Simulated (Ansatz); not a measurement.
A nudged elastic band was laid between two geometries of CH4ClO2SbSi (10 atoms, charge 0, multiplicity 1).

These are results of Ansatz 0.2.0, RKS LDA/def2-SVP, not measurements.

```json
{
 "movable images": "9",
 "climbing image": "yes",
 "spring": "5.0 eV/Å²",
 "optimiser": "quadratic models (default)",
 "start path": "through a guess of the saddle point",
 "force threshold": "0.05 eV/Å",
 "iteration limit": "52",
 "end points": "relaxed"
}
```

First end point:

```xyz
10
Properties=species:S:1:pos:R:3
O -1.513 -0.561 -0.099
C -0.371 -0.230 0.095
Si 0.495 0.395 1.659
Cl -0.708 1.003 3.207
Sb 0.949 -0.464 -1.773
O -0.714 -1.172 -2.562
H 1.361 1.522 1.167
H 1.348 -0.772 2.078
H 0.628 1.256 -1.929
H -1.391 -1.028 -1.840
```

Last end point:

```xyz
10
Properties=species:S:1:pos:R:3
O -1.244 0.458 -0.502
C -0.151 0.030 0.051
Si 0.485 0.443 1.737
Cl -0.731 -0.189 3.283
Sb 1.067 -1.180 -1.094
O -0.485 -0.828 -2.431
H 0.718 1.917 1.927
H 1.787 -0.323 1.768
H -0.170 -0.411 -3.258
H -1.191 0.032 -1.480
```

Problem. What changes between the two ends?

Solution. Bonds broken: Sb5–H9, O6–H10. Bonds formed: O1–H10, O6–H9.

Problem. Give the energies along the band, and the barrier.

Solution. The run converged. The highest image is number 5 of 0 to 10, 28.7 kcal/mol above the first end and 42.4 kcal/mol above the last; the last end lies 13.8 kcal/mol below the first. A vibrational analysis at the climbing image gives one clearly imaginary mode, 1075i cm⁻¹: a first-order saddle point. The orbitals stay closed-shell, which can raise the energy where a bond breaks towards radicals; this wasn't checked here.

```csv
image,path coordinate (Å),energy (kcal/mol),Sb5–H9 (Å),O6–H10 (Å),O1–H10 (Å)
0,0.00,0.0,1.76,1.00,1.81
1,0.63,0.2,1.76,1.00,1.80
2,1.25,0.5,1.76,1.00,1.80
3,1.88,1.0,1.75,1.00,1.80
4,2.51,9.6,1.72,1.00,1.77
5,3.13,28.7,1.78,1.02,1.68
6,3.53,9.1,2.00,1.06,1.59
7,3.93,-6.9,2.34,1.17,1.31
8,4.33,-12.3,2.53,1.39,1.10
9,4.73,-13.5,2.59,1.44,1.08
10,5.13,-13.8,2.61,1.46,1.07
```

Problem. What is the geometry of the highest image?

Solution. 
```xyz
10
Properties=species:S:1:pos:R:3:forces:R:3
O -1.363 0.348 -0.318 0.00 0.00 -0.01
C -0.272 -0.043 0.069 -0.01 0.01 0.00
Si 0.543 0.422 1.718 0.01 0.00 0.00
Cl -0.752 0.271 3.306 0.00 0.00 0.00
Sb 0.811 -1.356 -1.358 0.00 0.00 0.01
O -0.814 -0.757 -2.586 0.00 0.00 0.00
H 1.040 1.838 1.612 0.00 0.00 0.00
H 1.692 -0.537 1.881 0.00 0.00 0.00
H 0.551 0.028 -2.442 0.00 0.00 0.00
H -1.353 -0.264 -1.878 0.00 0.00 0.00
```

Problem. What are the harmonic wavenumbers there?

Solution. 1075i, 17, 55, 111, 139, 260, 325, 357, 449, 519, 544, 558, 593, 665, 749, 851, 875, 907, 1142, 1681, 1784, 2152, 2170, 3059 cm⁻¹.

Run time: 10 min on 2 threads of Intel(R) Xeon(R) Platinum 8488C (Sapphire Rapids) (shared host), peak memory 0.19 GiB.
